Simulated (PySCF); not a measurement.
Structure with atom numbers: `[CH2:1]=[CH:2][C:3](=[CH2:4])[C:5](=[CH2:6])[F:7]`; H(Xn) means a hydrogen on atom n. Ha(C4) is cis to C2; Ha(C1), Ha(C6) are cis to C3; Hb(C4) is trans to C2; Hb(C1), Hb(C6) are trans to C3.

GIAO PBE0/pcSseg-1 shifts (PySCF 2.14.0 with density-fitted response routines, gas phase, non-relativistic, equivalent atoms averaged), each against references optimised in the same way as the molecule (TMS, CFCl3).

On the GFN2-xTB geometry: C5 172.9, C3 147.2, C2 144.4, C1 127.2, C4 124.3, C6 101.3, F7 -100.4, H(C2) 6.76, Ha(C1) 5.99, Hb(C4) 5.88, Hb(C1) 5.70, Ha(C4) 5.56, Hb(C6) 5.27, Ha(C6) 5.01 ppm.

Question: What changes on the PBE0-D3(BJ)/def2-SVP geometry?

Answer: 
```json
{"atoms": "C5", "δ (ppm)": "169.0", "change": "-3.9"}
{"atoms": "C3", "δ (ppm)": "145.3", "change": "-1.9"}
{"atoms": "C2", "δ (ppm)": "143.9", "change": "-0.5"}
{"atoms": "C1", "δ (ppm)": "126.0", "change": "-1.2"}
{"atoms": "C4", "δ (ppm)": "126.6", "change": "+2.3"}
{"atoms": "C6", "δ (ppm)": "99.5", "change": "-1.8"}
{"atoms": "F7", "δ (ppm)": "-100.6", "change": "-0.2"}
{"atoms": "H(C2)", "δ (ppm)": "6.52", "change": "-0.24"}
{"atoms": "Ha(C1)", "δ (ppm)": "5.82", "change": "-0.17"}
{"atoms": "Hb(C4)", "δ (ppm)": "5.96", "change": "+0.08"}
{"atoms": "Hb(C1)", "δ (ppm)": "5.60", "change": "-0.10"}
{"atoms": "Ha(C4)", "δ (ppm)": "5.48", "change": "-0.08"}
{"atoms": "Hb(C6)", "δ (ppm)": "5.17", "change": "-0.10"}
{"atoms": "Ha(C6)", "δ (ppm)": "5.08", "change": "+0.07"}
```

Unscaled 19F shifts against computed CFCl3 carry errors that often reach 10 to 50 ppm.

Bonds between heavy atoms that differ most (equivalent bonds averaged): C5–F7 1.357 → 1.340 Å, C1–C2 1.326 → 1.338 Å, C3–C4 1.338 → 1.348 Å, C5–C6 1.325 → 1.335 Å, C2–C3 1.462 → 1.471 Å. Mean change of bonds to hydrogen: C–H +0.015 Å.
